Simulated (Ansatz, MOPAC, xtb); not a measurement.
The molecule InO, multiplicity 2 (lowest of 2S+1 = 2, 4 at CCSD(T)/def2-TZVPP on PBE0 minima; our sources give no spin for the ground state, which may be another). No spin–orbit coupling.

Seven points along R, fitted to fifth degree in 1/R; most abundant isotopes. In def2 and cc sets the state is the lowest found near the PBE0 minimum, followed along R.

Correlated levels freeze the inner cores; with def2 sets outer-core shells near the valence are correlated too. CBS: X⁻³ extrapolation of the correlation energy, Hartree–Fock from the larger set. The state reached by PM3 isn't checked.

Run with Ansatz (Gaussian basis) for Hartree–Fock, density functionals and correlated methods; MOPAC for PM3 (differences of heats of formation); xtb for the GFN methods.  In def2 rows elements past Kr take small-core potentials, without spin–orbit coupling. The GFN methods have no spin term and hold the electronic entropy of 300 K.

```tsv
level	r_e (Å)	ω_e (cm⁻¹)	ω_e x_e (cm⁻¹)	dipole (D)
PM3	1.936	757	4.7	-
GFN2-xTB	1.847	537	3.8	-
B97M-V/def2-TZVPP	1.932	575	4.0	3.96
PBE0/def2-TZVPP	1.924	588	3.9	4.12
CAM-B3LYP/def2-TZVPP	1.934	574	3.4	4.12
CCSD/def2-TZVPP	1.934	592	3.5	-
CCSD(T)/def2-TZVPP	1.927	[?]	3.8	-
CCSD(T)/CBS(def2-TZVPP, def2-QZVPP)	[?]	[?]	4.4	-
```

Some entries are withheld; supply them.


- CCSD(T)/CBS(def2-TZVPP, def2-QZVPP), r_e (Å): 1.917
- CCSD(T)/CBS(def2-TZVPP, def2-QZVPP), ω_e (cm⁻¹): 613
- CCSD(T)/def2-TZVPP, ω_e (cm⁻¹): 604

Doubts at one or more of the structures used: T1 above 0.05 (CCSD/def2-TZVPP, CCSD(T)/def2-TZVPP, CCSD(T)/CBS(def2-TZVPP, def2-QZVPP)).

Ansatz is an electronic-structure program.
